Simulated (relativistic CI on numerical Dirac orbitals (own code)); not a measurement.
**Hf⁴³⁺: computed level list**

Calculated at this level of theory: Dirac-Coulomb-Breit CI, separate exchange-only KLI orbitals for each configuration, QED by a radiative potential, unscaled Slater integrals (own radial code, finite nucleus).

Configurations in the expansion (outside the closed core [Ar]): 3d10 4s, 3d10 4p, 3d10 4d, 3d10 4f, 3d10 5s, 3d10 5p, 3d10 5d, 3d10 5f, 3d10 5g, 3d10 6s, 3d10 6p, 3d10 6d, 3d9 4s2, 3d10 6f, 3d9 4s 4p, 3d10 7s, 3d10 8s, 3d9 4s 4d, 3d9 4s 4f, 3d9 4s 5s, 3d9 4s 5p, 3d9 4s 5d, 3d9 4s 5f. Double excitations out of closed p, d and f shells are left out; levels of such configurations are missing from the list, as are those of other unlisted configurations, and high levels can miss mixing partners.

The lowest level is 3d10 4s 2S_1/2, with 100 % of that term; Hund's rules for 3d10 4s give 2S with J = 1/2, in agreement.

| No. | Configuration | Term | J | E (10³ cm⁻¹) | % | Next component (%) | Landé g |
| --- | --- | --- | --- | --- | --- | --- | --- |
| 1 | 3d10 4s | 2S | 1/2 | 0.0 | 100 |  | 1.996 |
| 2 | 3d10 4p | 2P° | 1/2 | 746.9 | 100 |  | 0.659 |
| 3 | 3d10 4p | 2P° | 3/2 | 1452.9 | 100 |  | 1.329 |
| 4 | 3d10 4d | 2D | 3/2 | 2616.6 | 100 |  | 0.795 |
| 5 | 3d10 4d | 2D | 5/2 | 2766.4 | 100 |  | 1.196 |
| 6 | 3d10 4f | 2F° | 5/2 | 4009.6 | 100 |  | 0.853 |
| 7 | 3d10 4f | 2F° | 7/2 | 4046.1 | 100 |  | 1.139 |
| 8 | 3d10 5s | 2S | 1/2 | 7185.9 | 100 |  | 1.998 |
| 9 | 3d10 5p | 2P° | 1/2 | 7549.1 | 100 |  | 0.662 |
| 10 | 3d10 5p | 2P° | 3/2 | 7879.7 | 100 |  | 1.331 |
| 11 | 3d10 5d | 2D | 3/2 | 8432.6 | 100 |  | 0.797 |
| 12 | 3d10 5d | 2D | 5/2 | 8505.0 | 100 |  | 1.198 |
| 13 | 3d10 5f | 2F° | 5/2 | 9055.6 | 100 |  | 0.854 |
| 14 | 3d10 5f | 2F° | 7/2 | 9076.9 | 100 |  | 1.141 |
| 15 | 3d10 5g | 2G | 7/2 | 9353.0 | 100 |  | 0.886 |
| 16 | 3d10 5g | 2G | 9/2 | 9361.6 | 100 |  | 1.109 |
| 17 | 3d10 6s | 2S | 1/2 | 10761.4 | 100 |  | 2.000 |
| 18 | 3d10 6p | 2P° | 1/2 | 10963.4 | 100 |  | 0.663 |
| 19 | 3d10 6p | 2P° | 3/2 | 11145.2 | 100 |  | 1.332 |
| 20 | 3d10 6d | 2D | 3/2 | 11451.1 | 100 |  | 0.798 |
| 21 | 3d10 6d | 2D | 5/2 | 11491.8 | 100 |  | 1.199 |
| 22 | 3d9 4s2 | 2D | 5/2 | 11586.5 | 100 |  | 1.190 |
| 23 | 3d10 6f | 2F° | 5/2 | 11789.9 | 100 |  | 0.855 |
| 24 | 3d10 6f | 2F° | 7/2 | 11802.8 | 100 |  | 1.142 |
| 25 | 3d9 4s2 | 2D | 3/2 | 12052.9 | 100 |  | 0.789 |
| 26 | 3d9 4s 4p | 4P° | 5/2 | 12218.5 | 32 | 28 4D° | 1.284 |
| 27 | 3d9 4s 4p | 4F° | 7/2 | 12277.8 | 40 | 35 2F° | 1.242 |
| 28 | 3d9 4s 4p | 2F° | 5/2 | 12278.1 | 41 | 25 4P° | 1.133 |
| 29 | 3d9 4s 4p | 2P° | 3/2 | 12288.7 | 34 | 30 2D° | 1.139 |
| 30 | 3d9 4s 4p | 4F° | 3/2 | 12687.8 | 66 | 15 2D° | 0.611 |
| 31 | 3d9 4s 4p | 4F° | 5/2 | 12745.8 | 38 | 37 2F° | 1.017 |
| 32 | 3d9 4s 4p | 2P° | 3/2 | 12755.6 | 27 | 20 4P° | 1.135 |
| 33 | 3d9 4s 4p | 4D° | 1/2 | 12765.4 | 59 | 31 2P° | 0.436 |
| 34 | 3d10 7s | 2S | 1/2 | 12802.7 | 100 |  | 2.001 |
| 35 | 3d9 4s 4p | 4F° | 9/2 | 12917.8 | 100 |  | 1.326 |
| 36 | 3d9 4s 4p | 2D° | 5/2 | 12950.1 | 44 | 27 4P° | 1.307 |
| 37 | 3d9 4s 4p | 2D° | 3/2 | 12951.3 | 36 | 35 2P° | 1.229 |
| 38 | 3d9 4s 4p | 4D° | 7/2 | 12955.4 | 60 | 30 2F° | 1.316 |
| 39 | 3d9 4s 4p | 2P° | 1/2 | 12959.1 | 84 | 11 4P° | 0.834 |
| 40 | 3d9 4s 4p | 2F° | 7/2 | 13086.8 | 80 | 11 4F° | 1.172 |
| 41 | 3d9 4s 4p | 2P° | 3/2 | 13091.6 | 74 | 17 2D° | 1.233 |
| 42 | 3d9 4s 4p | 2D° | 5/2 | 13114.4 | 73 | 16 2F° | 1.162 |
| 43 | 3d9 4s 4p | 4P° | 1/2 | 13375.5 | 79 | 15 4D° | 2.157 |
| 44 | 3d9 4s 4p | 4D° | 3/2 | 13404.2 | 45 | 35 4P° | 1.325 |
| 45 | 3d9 4s 4p | 2F° | 7/2 | 13405.3 | 55 | 38 4F° | 1.191 |
| 46 | 3d9 4s 4p | 4D° | 5/2 | 13419.1 | 41 | 24 2D° | 1.220 |
| 47 | 3d9 4s 4p | 2P° | 1/2 | 13543.3 | 79 | 21 4D° | 0.527 |
| 48 | 3d9 4s 4p | 2F° | 5/2 | 13557.5 | 74 | 15 2D° | 0.930 |
| 49 | 3d9 4s 4p | 2D° | 3/2 | 13577.1 | 73 | 12 2P° | 0.859 |
| 50 | 3d10 8s | 2S | 1/2 | 14077.7 | 100 |  | 2.001 |
| 51 | 3d9 4s 4d | 4S | 3/2 | 14107.1 | 45 | 43 4P | 1.775 |
| 52 | 3d9 4s 4d | 2G | 7/2 | 14143.0 | 51 | 35 4G | 0.963 |
| 53 | 3d9 4s 4d | 4D | 5/2 | 14151.0 | 45 | 27 4P | 1.323 |
| 54 | 3d9 4s 4d | 2P | 1/2 | 14154.5 | 32 | 30 2S | 1.381 |
| 55 | 3d9 4s 4d | 4G | 9/2 | 14157.0 | 53 | 37 2G | 1.157 |
| 56 | 3d9 4s 4d | 2D | 3/2 | 14177.6 | 33 | 27 4D | 1.039 |
| 57 | 3d9 4s 4d | 4F | 7/2 | 14183.8 | 37 | 28 4D | 1.208 |
| 58 | 3d9 4s 4d | 2F | 5/2 | 14189.9 | 47 | 15 4F | 0.998 |
| 59 | 3d9 4s 4d | 4G | 11/2 | 14270.4 | 100 |  | 1.266 |
| 60 | 3d9 4s 4d | 2P | 3/2 | 14287.6 | 49 | 24 2D | 1.289 |
| 61 | 3d9 4s 4d | 2P | 1/2 | 14299.5 | 52 | 33 2S | 1.025 |
| 62 | 3d9 4s 4d | 4D | 7/2 | 14310.4 | 51 | 38 2F | 1.273 |
| 63 | 3d9 4s 4d | 4F | 9/2 | 14315.4 | 73 | 25 2G | 1.268 |
| 64 | 3d9 4s 4d | 2D | 5/2 | 14319.0 | 43 | 30 4P | 1.261 |
| 65 | 3d9 4s 4d | 2G | 9/2 | 14352.1 | 82 | 11 4G | 1.125 |
| 66 | 3d9 4s 4d | 2P | 3/2 | 14370.0 | 54 | 36 2D | 1.097 |
| 67 | 3d9 4s 4d | 2D | 5/2 | 14378.5 | 67 | 22 2F | 1.133 |
| 68 | 3d9 4s 4d | 2F | 7/2 | 14391.1 | 75 | 15 2G | 1.110 |
| 69 | 3d9 4s 4d | 4P | 1/2 | 14452.2 | 58 | 30 2P | 1.979 |
| 70 | 3d9 4s 4d | 4G | 5/2 | 14596.9 | 83 | 16 2F | 0.614 |

Energies count from the lowest computed level; ° marks odd parity.

The mean weight of the leading LS term, summed over parents, in these 70 levels is 74 %, and that of the leading jj configuration (from the same eigenvectors) 98 %, so jj coupling describes them better and the LS labels are nominal.

At this charge energies of transitions that change n are usually good to better than 1 %, and those within a shell (Δn = 0) to a few per cent.

LS names give the leading component of a level, which can be under half, so a name can repeat, a term be missing and a line seem to break the LS rules.
